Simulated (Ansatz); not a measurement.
C₂H₇ISi (`[SiH3]CCI`), relaxed with RKS PBE-D4/def2-SVP in the Gaussian-basis code of Ansatz from a rough embedded geometry. The force threshold is 0.03 eV/Å; the program also tests the step.

Charge 0, multiplicity 1. I: def2 effective core potential.

Start:

```xyz
11

Si   -0.560   -1.408    0.074
C    -0.150    0.276   -0.563
C     0.641    1.111    0.419
I     1.178    2.990   -0.340
H    -1.435   -1.299    1.302
H    -1.417   -2.160   -0.980
H     0.625   -2.221    0.373
H     0.425    0.131   -1.462
H    -1.050    0.776   -0.841
H     0.132    1.228    1.353
H     1.611    0.576    0.664
```

| step | energy (eV) | largest force (eV/Å) | largest move (Å) |
| --- | --- | --- | --- |
| 1 | -18154.7816 | 1.731 | 0.000 |
| 2 | -18155.0043 | 0.661 | 0.099 |
| 3 | -18155.0258 | 0.185 | 0.045 |
| 4 | -18155.0312 | 0.057 | 0.025 |
| 5 | -18155.0315 | 0.020 | 0.009 |

End:

```xyz
11

Si   -0.612   -1.456    0.074
C    -0.143    0.274   -0.585
C     0.662    1.069    0.420
I     1.227    3.069   -0.307
H    -1.433   -1.330    1.329
H    -1.411   -2.191   -0.966
H     0.629   -2.245    0.392
H     0.423    0.135   -1.530
H    -1.082    0.803   -0.853
H     0.109    1.275    1.355
H     1.631    0.597    0.672
```

It took 8 s on 4 threads of an Arm Neoverse V1 on a shared host, with 0.15 GiB of host memory at the peak.
